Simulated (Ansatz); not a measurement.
Calculated with Ansatz (gas phase, PBE0-D4/def2-TZVP geometries, no zero-point term in ΔE). CBS: MP2 limit from def2 TZ/QZ plus the TZ coupled-cluster correction, frozen cores. This one scheme is used for every species. Functionals use def2-TZVPP. HSE06 is defined as in plane-wave codes. Elements past krypton have def2 core potentials. For In outer-core shells are correlated without core-valence functions, which leaves a few kJ/mol of doubt a bond.

Reaction (hydrogenolysis of a C–In bond): `[InH2][C]1=NC1` + H₂ → `C1=NC1` + `[InH3]`

```tsv
level	ΔE (kcal/mol)
HSE06-D4	-1.7
CCSD(T)/def2-SVP	-3.1
CCSD(T)/def2-TZVPP	-0.4
SCS-MP2/def2-QZVPP	0.6
```

(1) What does CCSD(T)/CBS give? (An estimate is asked.)

Largest T1 diagnostic among the species: 0.014.

Results:

(1) Ansatz gave: +0.1 kcal/mol. The listed levels differ from it by -1.8, -3.2, -0.5, 0.5 kcal/mol.

In def2-TZVPP, CCSD(T) changes the Hartree–Fock value by +6.1 kcal/mol (the triples alone add +1.3 kcal/mol) and MP2 by +8.4 kcal/mol. The D4 term adds +1.7 kcal/mol with B3LYP and +0.9 kcal/mol with PBE0; it sums over pairs of atoms, weighted by their polarisabilities, and B3LYP, whose exchange is more repulsive, gets the larger term.

B3LYP here is the variant with VWN-RPA as its local correlation; programs differ in this.
